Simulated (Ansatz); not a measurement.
Basis sets compared for Sn20H28, a nanocrystal cut from cubic tin. Charge 0, multiplicity 1. Geometry PBE-D4/def2-SVP. Ansatz on 4 threads of AMD EPYC 7R13 on a shared host and a share (37 GiB) of an NVIDIA H100 80GB HBM3; times are rough, and most runs start from earlier orbitals.

```tsv
atom	x (Å)	y (Å)	z (Å)
Sn1	5.151	0.655	0.375
Sn2	-1.194	3.403	3.811
Sn3	-3.927	2.356	-0.314
Sn4	2.825	-0.642	-3.510
Sn5	-1.673	0.308	-3.750
Sn6	0.654	1.435	0.016
Sn7	2.127	-1.690	2.970
Sn8	-2.351	-0.912	2.593
Sn9	-0.173	-2.999	-0.938
Sn10	-4.712	-2.061	-1.155
Sn11	1.080	3.215	2.168
Sn12	3.074	1.255	-1.437
Sn13	4.639	-1.765	1.709
Sn14	-1.462	2.220	-1.681
Sn15	-1.951	0.864	4.748
Sn16	-4.459	-0.135	0.889
Sn17	0.733	0.171	-5.218
Sn18	2.183	-3.185	-2.480
Sn19	-2.301	-2.198	-2.614
Sn20	0.065	-1.094	1.133
H21	6.681	0.587	-0.447
H22	5.259	1.939	1.541
H23	-0.912	4.489	5.140
H24	-2.495	4.078	2.880
H25	-5.185	2.705	-1.465
H26	-3.925	3.637	0.859
H27	4.317	-0.733	-4.410
H28	-2.975	0.775	-4.815
H29	2.118	-0.451	4.190
H30	1.796	-3.188	3.788
H31	-2.726	-2.495	3.229
H32	-0.548	-4.553	-0.237
H33	-6.030	-1.655	-2.214
H34	-5.073	-3.618	-0.469
H35	1.547	4.780	1.573
H36	2.425	2.614	3.091
H37	3.392	2.810	-2.166
H38	5.900	-2.112	2.855
H39	4.638	-3.061	0.555
H40	-1.083	3.774	-2.379
H41	-3.381	0.974	5.730
H42	-0.695	0.230	5.769
H43	-5.949	-0.042	1.792
H44	1.093	1.728	-5.901
H45	0.563	-0.943	-6.542
H46	1.898	-4.271	-3.810
H47	3.495	-3.838	-1.548
H48	-2.471	-3.361	-3.904
```

In the def2 sets Sn takes a core potential; there is no spin–orbit coupling. Single mean-field runs in def2-SVP, def2-TZVP are fitted with def2-universal-jkfit.

Binding counts from free atoms (Sn triplet, H doublet) in the same basis, without a counterpoise term.

```
                         level  functions  energy (Eh)  HOMO (eV)  LUMO (eV)  binding per atom (eV)  wall time
 PBE-D4/def2-SVP (with forces)        660   -4303.1677      -5.74      -2.84                   2.45      6.5 s
PBE0-D4/def2-SVP (with forces)        660   -4303.4130      -6.55      -2.14                   2.45      9.6 s
```

Problem. Estimate the rows for PBE-D4/def2-TZVP, PBE0-D4/def2-TZVP.

Solution. 
| level | functions | energy (Eh) | HOMO (eV) | LUMO (eV) | binding per atom (eV) | wall time |
| --- | --- | --- | --- | --- | --- | --- |
| PBE-D4/def2-TZVP | 1168 | -4303.3202 | -5.80 | -2.96 | 2.46 | 8 s |
| PBE0-D4/def2-TZVP | 1168 | -4303.5464 | -6.58 | -2.22 | 2.46 | 17 s |
